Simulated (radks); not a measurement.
Question: These are the eigenvalues of the occupied orbitals of an atom or ion with whole-number occupations (hartree). All-electron calculation, non-relativistic Kohn-Sham, BLYP, spin-unpolarised, spherical densities, point nucleus. Program: a radial shooting solver on a logarithmic mesh with Libxc functionals.

1s: -747.9959
2s: -105.8288
2p: -97.80945
3s: -19.29475
3p: -16.18032
3d: -10.45893
4s: -3.65097
4p: -2.73161
4d: -1.30363

Which element is it, and in what charge state? The configuration may be excited.

Answer: Z = 43, technetium, charge +3: Tc3+ in [Kr] 4d4. The list shows which subshells hold electrons but not how many an open one holds; the 1s level, -748 hartree, gives Z - s = 38.7 by -(Z - s)^2/2, which with screening narrows Z to a few neighbours, and the depths of the outer levels then fix element, charge and occupations together.
